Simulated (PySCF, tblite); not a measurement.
Compound: C5H6O5.
Cartesian coordinates in Å at the GFN2-xTB level; atoms count from 1:
```xyz
16
C5H6O5 angstrom
C      2.100    0.530    0.745
O      1.015    0.652   -0.160
C      0.391   -0.538   -0.474
C     -0.655   -0.262   -1.552
O     -1.578    0.702   -1.079
C     -1.894    0.696    0.225
O     -2.559    1.561    0.710
C     -1.411   -0.513    1.055
O     -2.023   -0.923    1.994
O     -0.267   -1.108    0.655
H      2.483    1.537    0.883
H      2.878   -0.115    0.325
H      1.770    0.123    1.704
H      1.109   -1.313   -0.789
H     -1.172   -1.193   -1.814
H     -0.193    0.175   -2.439
```

Theory: PBE0/pcSseg-1 in PySCF (dipole) on a GFN2-xTB geometry, gas phase.

Take the most abundant isotopes and a rigid rotor. The values belong to one conformer with, in the numbering `[CH3:1][O:2][C@@H:3]1[CH2:4][O:5][C:6](=[O:7])[C:8](=[O:9])[O:10]1`, C1–O2–C3–C4 -175°, O2–C3–C4–O5 -58°, C3–C4–O5–C6 -34°, C4–O5–C6–O7 172°, O5–C6–C8–O9 -149°.

Problem. Give the principal moments of inertia and the rotational constants in cm⁻¹.

Solution. Ia = 255.60, Ib = 410.00, Ic = 483.94 u·Å²; 505379 MHz·u·Å²/I gives 1977, 1233 and 1044 MHz, that is A = 0.06595, B = 0.04112, C = 0.03483 cm⁻¹.

Problem. What kind of rotor is it?

Solution. An asymmetric top; Ray's κ = -0.596.

Problem. Is it planar, by Δ = Ic − Ia − Ib?

Solution. Not planar: Δ = Ic − Ia − Ib = -181.67 u·Å². For a rigid frame Δ = −2 Σ m c², so Σ m c² = 90.83 u·Å² lies off the ab plane: 13.22 from hydrogen and 77.61 from heavier atoms. The atom farthest from that plane is 2.12 Å away.

Problem. Give the other two planar moments, Paa and Pbb, and the rms extents of the mass along the axes.

Solution. Paa = Σ m a² = (Ib + Ic − Ia)/2 = 319.17 and Pbb = Σ m b² = (Ia + Ic − Ib)/2 = 164.77 u·Å². With the mass M = 146.02 u, the rms extents √(P/M) along a, b and c are 1.48, 1.06, 0.79 Å.

Problem. Predict some low-J microwave lines.

Solution. The dipole components are |μa| = 5.73 D, |μb| = 1.23 D, |μc| = 2.56 D. The squared components, which scale the intensities, stand as 1.00 : 0.05 : 0.20 (a : b : c). Some lines, for components of 0.1 D or more:

```tsv
type	branch	J(Ka,Kc)	MHz	lower level (cm⁻¹)
a	Q	4(2,2) ← 4(2,3)	424	0.871
b	Q	4(2,2) ← 4(1,3)	2069	0.816
b	Q	4(2,3) ← 4(1,4)	3506	0.754
b	R	2(0,2) ← 1(1,1)	3778	0.101
c	Q	3(3,1) ← 3(2,1)	4060	0.573
b	Q	3(3,1) ← 3(2,2)	4212	0.568
a	R	2(1,2) ← 1(1,1)	4366	0.101
a	R	2(1,1) ← 1(1,0)	4742	0.107
c	R	2(1,1) ← 1(0,1)	5675	0.076
a	R	3(2,1) ← 2(2,0)	6951	0.341
b	R	3(1,3) ← 2(0,2)	7118	0.227
b	R	2(2,0) ← 1(1,1)	7196	0.101
b	R	4(1,3) ← 3(2,2)	7438	0.568
b	R	4(1,4) ← 3(0,3)	9084	0.451
a	R	4(3,1) ← 3(3,0)	9181	0.708
a	R	4(2,2) ← 3(2,1)	9355	0.573
a	R	4(1,3) ← 3(1,2)	9411	0.502
b	R	3(2,1) ← 2(1,2)	9781	0.246
c	R	4(1,3) ← 3(0,3)	10945	0.451
a	R	5(4,1) ← 4(4,0)	11457	1.208
c	R	4(3,2) ← 3(2,2)	13374	0.568
b	R	4(4,0) ← 3(3,1)	14985	0.708
b	R	5(4,2) ← 4(3,1)	17255	1.014
c	R	5(4,1) ← 4(3,1)	17257	1.014
c	R	5(5,1) ← 4(4,1)	18938	1.208
```

Problem. Estimate the classical rotational partition function at 10 K, 100 K and 200 K.

Solution. Point group C1, symmetry number σ = 1; q = (√π/σ)·√((kT/h)³/(ABC)), k/h = 20836.6 MHz/K: 3340 at 10 K, 106000 at 100 K, 299000 at 200 K.

Its GFN2-xTB frequencies are all real (lowest 59 cm⁻¹). Constants of a rigid frame at the computed geometry: no zero-point averaging, no centrifugal distortion. A rigid rotor knows nothing of internal rotation, which can split or shift real lines.
